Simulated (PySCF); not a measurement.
# Sn2 at B2PLYP

Computed with B2PLYP; Sn cc-pVDZ-PP with ECP28; scalar-relativistic core potentials (PySCF 2.14).

```
state                          : ³Σg⁻ (triplet), unpaired electrons π ↑↑
bond length                    : 2.793 Å
harmonic wavenumber            : 186 cm⁻¹
force constant                 : 1.23 mdyn/Å
rotational constant Be         : 0.03605 cm⁻¹
anharmonicity ωexe             : 0.346 cm⁻¹
vibration–rotation constant αe : 9.2e-05 cm⁻¹
well depth De to Sn + Sn       : 2.24 eV
dissociation energy D0         : 2.23 eV
bond order (Mayer)             : 1.98
```

Correlated steps freeze 8 core orbitals. These are scalar-relativistic numbers at best; spin–orbit coupling would shift them, the dissociation energy most. B2PLYP dipoles, levels and charges come from its SCF part alone. The state was picked by a PBE0 search and need not be the measured ground state.
